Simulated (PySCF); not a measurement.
Simulated absorption spectrum

C7H3NO2.
SMILES: `N#CC1=COC2=C1OC=C2`

Method: TDDFT wB97X-D/def2-SVPD, vertical, gas phase, core orbitals frozen in the response in PySCF 2.14.0, density-fitted response routines. Geometry: GFN2-xTB; no solvent, vibrations or thermal averaging.

Each state is given a Gaussian of 0.5 eV full width at half maximum, with ε(max) = 2.175×10⁸ f / Δν̃ (Δν̃ the width in cm⁻¹). The width is an assumption, not a result. The curve ends short of the highest state used, and states not computed would add to its high-energy end.

λ (nm), ε (L mol⁻¹ cm⁻¹) and a bar:
```
    192.7      12152 ##########################
    194.9      13683 #############################
    197.0      14194 ##############################
    199.1      13793 #############################
    201.2      12699 ###########################
    203.3      11194 ########################
    205.4       9512 ####################
    207.5       7812 ################
    209.7       6122 #############
    211.8       4675 ##########
    213.9       3458 #######
    216.0       2528 #####
    218.1       1930 ####
    220.2       1700 ####
    222.3       1865 ####
    224.4       2439 #####
    226.6       3472 #######
    228.7       4824 ##########
    230.8       6440 ##############
    232.9       8176 #################
    235.0       9852 #####################
    237.1      11279 ########################
    239.2      12294 ##########################
    241.4      12796 ###########################
    243.5      12701 ###########################
    245.6      12086 ##########################
    247.7      11048 #######################
    249.8       9722 #####################
    251.9       8251 #################
    254.0       6766 ##############
    256.1       5371 ###########
    258.3       4079 #########
    260.4       3044 ######
    262.5       2210 #####
    264.6       1563 ###
    266.7       1078 ##
    268.8        726 #
    270.9        478 #
    273.1        302 #
    275.2        190 
    277.3        118 
    279.4         72 
    281.5         43 
    283.6         25
```

Question: Locate the maxima and give the states behind the curve.

Answer: 242 nm (5.12 eV), ε about 13000, made up of S1 (100%); 197 nm (6.29 eV), ε about 14000, made up of S2 (17%) and S3 (82%) (ε in L mol⁻¹ cm⁻¹; maxima over ε = 5, shares over 10%). The states used: S1 5.12 eV (f 0.238); S2 6.02 eV (f 0.097); S3 6.34 eV (f 0.221); S4 6.54 eV (f 0.0067); S5 6.61 eV (f 0.0000); S6 6.88 eV (f 0.0000); S7 6.97 eV (f 0.090); S8 7.03 eV (f 0.0001).

Question: On this curve, what absorbance would a 10⁻⁴ mol/L sample give at 254 nm over a 1 cm path?

Answer: 254 nm is 4.881 eV, where ε is about 6800 L mol⁻¹ cm⁻¹, so A = ε c l ≈ 0.68 (Beer–Lambert, with the gas-phase spectrum and the assumed width).

Question: Coming from long wavelengths, where does ε first pass 100 L mol⁻¹ cm⁻¹?

Answer: At about 278 nm (4.46 eV), 0.66 eV below S1.

Question: What would ε be at 6.29 eV, the highest of these maxima, with half the width (0.25 eV)?

Answer: About 21800 L mol⁻¹ cm⁻¹ against 14200, a factor of about 1.5; a lone state at its own centre would give exactly 2.
